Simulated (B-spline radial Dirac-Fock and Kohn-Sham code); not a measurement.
# Relativistic shifts of the levels of Ti¹³⁺

System: Ti¹³⁺ in the configuration [He] 2s2 2p5.

Both columns are ΔSCF binding energies of the configuration average from a radial B-spline solver: non-relativistic Hartree-Fock with a point nucleus, and Dirac-Fock with a finite nucleus and the Coulomb interaction alone, averaged over the two j levels with weights 2j+1.

```
shell  Hartree-Fock (eV)  Dirac-Fock (eV)  shift (eV)  shift (%)
   1s             5397.9           5431.7      +33.76      +0.63
   2s              952.5            960.0       +7.55      +0.79
   2p              866.6            868.4       +1.78      +0.21
```

Relativity binds 1s, 2s, 2p more strongly, among those listed most of all 2s in relative terms.

Values without a named source are computed, but for edge energies of neutral atoms, which are taken from tables.
